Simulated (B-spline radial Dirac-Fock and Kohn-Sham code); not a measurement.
Dipole and non-dipole photoemission parameters of Co⁴⁺ 2s

System: cobalt as Co⁴⁺, [Ar] 3d5; threshold 990.9 eV (orbital energy of the model). The computed values come from a B-spline atomic structure program: Dirac-Hartree-Slater photoionisation with a Latter tail; cross sections with all multipoles, angular parameters from the dipole term and its interference with E2.

For linearly polarised light dσ/dΩ = σ/(4π) [1 + β P₂(cos θ) + (δ + γ cos²θ) sin θ cos φ], with θ from the polarisation vector and φ the angle between the beam and the projection of the electron momentum on the plane normal to the polarisation.

```tsv
hν (eV)	σ (kb)	β	γ
1486.9	66.6	1.999	-0.010
1590	59.4	1.999	-0.040
1640	56.3	1.999	-0.049
2780	?	?	?
2820	20.3	1.999	0.104
2984.4	18.1	1.999	0.143
3270	15.0	1.999	0.210
5310	5.23	1.999	0.678
6610	3.15	1.999	0.934
8560	1.70	1.999	1.271
8950	1.52	1.999	1.333
9680	1.25	1.999	1.445
12000	0.728	1.999	1.769
13000	0.593	1.999	1.897
```

Question: Give the values at 2780 eV.

Answer: σ = 20.9 kb, β = 1.999, γ = 0.095. For an s subshell δ is negligible.
